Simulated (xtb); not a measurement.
H₂Si, charge +1, doublet, at a GFN2-xTB geometry (a state made from the parent by changing its charge; the spin is typed, not shown lowest); xtb 6.7.1 with GFN2-xTB.

xtb was given this input:
```
$ xtb mol.xyz --gfn 2 --chrg 1 --uhf 1 --hess --json

# file mol.xyz
3

Si    -0.00145387     0.07386784     0.00432301
H     -1.33576333    -0.54636664     0.01759822
H      1.35611754    -0.48778307    -0.07812031
```

The log (banner, timings and long lists left out):

```
   ID    Z sym.   atoms
    1   14 Si     1
    2    1 H      2, 3

           -------------------------------------------------
          |                Calculation Setup                |
           -------------------------------------------------

           -------------------------------------------------
          |                 G F N 2 - x T B                 |
           -------------------------------------------------

          ...................................................
          :                      SETUP                      :
          :.................................................:
          :  # basis functions                  12          :
          :  # atomic orbitals                  11          :
          :  # shells                            5          :
          :  # electrons                         5          :
          :  max. iterations                   250          :
          :  Hamiltonian                  GFN2-xTB          :
          :  restarted?                      false          :
          :  GBSA solvation                  false          :
          :  PC potential                    false          :
          :  electronic temp.          300.0000000     K    :
          :  accuracy                    1.0000000          :
          :  -> integral cutoff          0.2500000E+02      :
          :  -> integral neglect         0.1000000E-07      :
          :  -> SCF convergence          0.1000000E-05 Eh   :
          :  -> wf. convergence          0.1000000E-03 e    :
          :  Broyden damping             0.4000000          :
          :  net charge                          1          :
          :  unpaired electrons                  1          :
          ...................................................

 iter      E             dE          RMSdq      gap      omega  full diag
   1     -2.2171357 -0.221714E+01  0.174E+01    0.99       0.0  T
   2     -2.2281316 -0.109959E-01  0.116E+01    0.94       1.0  T
   3     -2.2274235  0.708086E-03  0.237E+00    0.95       1.0  T
   4     -2.2299038 -0.248027E-02  0.995E-01    1.15       1.0  T
   5     -2.2308993 -0.995596E-03  0.248E-01    1.11       1.0  T
   6     -2.2309647 -0.653293E-04  0.692E-02    1.10       1.0  T
   7     -2.2309680 -0.327317E-05  0.135E-02    1.10       4.3  T
   8     -2.2309680 -0.945004E-08  0.362E-03    1.10      15.9  T
   9     -2.2309680 -0.157898E-08  0.631E-04    1.10      91.6  T
  10     -2.2309680  0.517972E-10  0.293E-04    1.10     197.3  T

   *** convergence criteria satisfied after 10 iterations ***

         :::::::::::::::::::::::::::::::::::::::::::::::::::::
         ::                     SUMMARY                     ::
         :::::::::::::::::::::::::::::::::::::::::::::::::::::
         :: total energy              -2.213680829355 Eh    ::
         :: gradient norm              0.000007390708 Eh/a0 ::
         :: HOMO-LUMO gap              1.098587780327 eV    ::
         ::.................................................::
         :: SCC energy                -2.230967963893 Eh    ::
         :: -> isotropic ES            0.137404462100 Eh    ::
         :: -> anisotropic ES         -0.012268536259 Eh    ::
         :: -> anisotropic XC         -0.005437721272 Eh    ::
         :: -> dispersion             -0.000300021165 Eh    ::
         :: repulsion energy           0.017287134538 Eh    ::
         :: add. restraining           0.000000000000 Eh    ::
         :: total charge               1.000000000000 e     ::
         :::::::::::::::::::::::::::::::::::::::::::::::::::::

           -------------------------------------------------
          |                Numerical Hessian                |
           -------------------------------------------------
step length          :   0.00500
SCC accuracy         :   0.30000
Hessian scale factor :   1.00000
frozen atoms in %    :   0.00000    0
RMS gradient         :   0.00001
estimated CPU  time      0.00 min

writing file <hessian>.

 projected vibrational frequencies (cm⁻¹)
eigval :       -0.00    -0.00    -0.00     0.00     0.00     0.00
eigval :      599.29  2208.16  2257.60
           -------------------------------------------------
          |                Property Printout                |
           -------------------------------------------------

    * Orbital Energies and Occupations

         #    Occupation            Energy/Eh            Energy/eV
      -------------------------------------------------------------
         1        2.0000           -0.9829428             -26.7472
         2        2.0000           -0.7117626             -19.3680
         3        1.0000           -0.5946893             -16.1823 (HOMO)
         4                         -0.5543173             -15.0837 (LUMO)
         5                         -0.4828602             -13.1393
         6                         -0.4625179             -12.5858
         7                         -0.3935373             -10.7087
         8                         -0.3782879             -10.2937
         9                         -0.3751620             -10.2087
        10                          0.2337158               6.3597
        11                          0.4488422              12.2136
Molecule has the following symmetry elements: (C2) 2*(sigma)
It seems to be the C2v point group
      -------------------------------------------------------------
                  HL-Gap            0.0403720 Eh            1.0986 eV
             Fermi-level           -0.6138646 Eh          -16.7041 eV

     #   Z          covCN         q      C6AA      α(0)
     1  14 Si       1.832     0.649   173.019    27.953
     2   1 H        0.916     0.175     1.233     1.737
     3   1 H        0.916     0.175     1.233     1.737

 Mol. C6AA /au·bohr⁶  :        234.022647
 Mol. C8AA /au·bohr⁸  :      14083.849713
 Mol. α(0) /au        :         31.426871

Wiberg/Mayer (AO) data.
largest (>0.10) Wiberg bond orders for each atom

 ---------------------------------------------------------------------------
     #   Z sym  total        # sym  WBO       # sym  WBO       # sym  WBO
 ---------------------------------------------------------------------------
     1  14 Si   1.758 --     2 H    0.879     3 H    0.879
     2   1 H    0.965 --     1 Si   0.879
     3   1 H    0.965 --     1 Si   0.879
 ---------------------------------------------------------------------------

Topologies differ in total number of bonds
Writing topology from bond orders to xtbtopo.mol

molecular dipole:
                 x           y           z       tot (Debye)
 q only:        0.005      -0.252      -0.015
   full:        0.008      -0.404      -0.024       1.029
molecular quadrupole (traceless):
                xx          xy          yy          xz          yz          zz
 q only:        2.093       0.064      -0.788      -0.122       0.028      -1.305
  q+dip:        3.731       0.113      -1.382      -0.218       0.052      -2.349
   full:        1.526       0.068      -1.769      -0.043      -0.119       0.243

           -------------------------------------------------
          |               Frequency Printout                |
           -------------------------------------------------
 projected vibrational frequencies (cm⁻¹)
eigval :       -0.00    -0.00    -0.00     0.00     0.00     0.00
eigval :      599.29  2208.16  2257.60
 reduced masses (amu)
   1:  2.14   2: 25.56   3: 28.08   4: 25.49   5:  1.60   6:  1.06   7:  2.53   8:  1.30
   9:  2.54
 IR intensities (km·mol⁻¹)
   1: 12.80   2: 32.02   3:  8.90   4: 34.63   5: 41.21   6: 72.71   7: 19.88   8: 14.75
   9:120.91
 Raman intensities (Ä⁴*amu⁻¹)
   1:  0.00   2:  0.00   3:  0.00   4:  0.00   5:  0.00   6:  0.00   7:  0.00   8:  0.00
   9:  0.00
 output can be read by thermo (or use thermo option).
 writing <g98.out> molden fake output.
 recommended (thermochemical) frequency scaling factor: 1.0
           -------------------------------------------------
          |             Thermodynamic Functions             |
           -------------------------------------------------

c2v symmetry found (for desy threshold:  0.10E+00) used in thermo

          ...................................................
          :                      SETUP                      :
          :.................................................:
          :  # frequencies                           3      :
          :  # imaginary freq.                       0      :
          :  linear?                             false      :
          :  only rotor calc.                    false      :
          :  symmetry                              c2v      :
          :  rotational number                       2      :
          :  scaling factor                  1.0000000      :
          :  rotor cutoff                   50.0000000 cm⁻¹ :
          :  imag. cutoff                  -20.0000000 cm⁻¹ :
          :.................................................:

    mode    ω/cm⁻¹     T·S(HO)/kcal·mol⁻¹    T·S(FR)/kcal·mol⁻¹   T·S(vib)
   ------------------------------------------------------------------------
   ------------------------------------------------------------------------

   temp. (K)  partition function   enthalpy   heat capacity  entropy
                                   cal/mol     cal/K/mol   cal/K/mol   J/K/mol
 298.15  VIB   1.06                  100.891      1.043      0.452
         ROT   123.                  888.752      2.981     12.548
         INT   131.                  989.644      4.024     13.000
         TR   0.160E+27             1481.254      4.968     36.123
         TOT                        2470.8975     8.9921    49.1229   205.5303

       T/K    H(0)-H(T)+PV         H(T)/Eh          T*S/Eh         G(T)/Eh
   ------------------------------------------------------------------------
    298.15    0.393763E-02    0.154767E-01    0.233399E-01   -0.786323E-02
   ------------------------------------------------------------------------

         :::::::::::::::::::::::::::::::::::::::::::::::::::::
         ::                  THERMODYNAMIC                  ::
         :::::::::::::::::::::::::::::::::::::::::::::::::::::
         :: total free energy          -2.221544055064 Eh   ::
         ::.................................................::
         :: total energy               -2.213680829412 Eh   ::
         :: zero point energy           0.011539029670 Eh   ::
         :: G(RRHO) w/o ZPVE           -0.019402255321 Eh   ::
         :: G(RRHO) contrib.           -0.007863225651 Eh   ::
         :::::::::::::::::::::::::::::::::::::::::::::::::::::

           -------------------------------------------------
          | TOTAL ENERGY               -2.213680829412 Eh   |
          | TOTAL ENTHALPY             -2.198204173891 Eh   |
          | TOTAL FREE ENERGY          -2.221544055064 Eh   |
          | GRADIENT NORM               0.000006697368 Eh/α |
          | HOMO-LUMO GAP               1.098577022289 eV   |
           -------------------------------------------------

normal termination of xtb
```
